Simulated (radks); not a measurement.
Problem. The mean radii <r> (bohr) of the occupied orbitals of an atom or ion are listed with their occupations. All-electron calculation, scalar-relativistic Kohn-Sham, r2SCAN, spin-polarised, spherical densities, finite nucleus; meta-GGA in the generalised Kohn-Sham scheme; Fermi nuclear charge, rms radius of each element as measured or else 0.836 A^(1/3) + 0.57 fm. Program: a radial shooting solver on a logarithmic mesh with Libxc functionals.

orbital  occ.      <r>
1s up       1  0.02232
1s down     1  0.02232
2s down     1  0.09509
2s up       1  0.09509
2p up       3  0.08390
2p down     3  0.08390
3s up       1   0.2493
3s down     1   0.2490
3p up       3   0.2479
3p down     3   0.2476
3d up       5   0.2261
3d down     5   0.2257
4s up       1   0.5667
4s down     1   0.5664
4p up       3   0.5999
4p down     3   0.5997
4d up       5   0.6550
4d down     5   0.6557
5s up       1    1.373
5s down     1    1.413
5p up       3    1.608
5p down     3    1.656
4f up       7   0.9397
6s up       1    3.836

Name the element and its charge. Open shells, if any, are filled with parallel spins first.

Solution. Z = 63, europium, charge +1: Eu+ in [Xe] 4f7 6s1. The 1s radius gives Z: for a bare nucleus <r> = (2 gamma + 1)/(2Z) with gamma = sqrt(1 - (Z/c)^2), 0.02203 bohr for Z = 63, and screening makes it slightly larger (0.02232 here). The occupations add up to 62, and the charge is Z minus that.
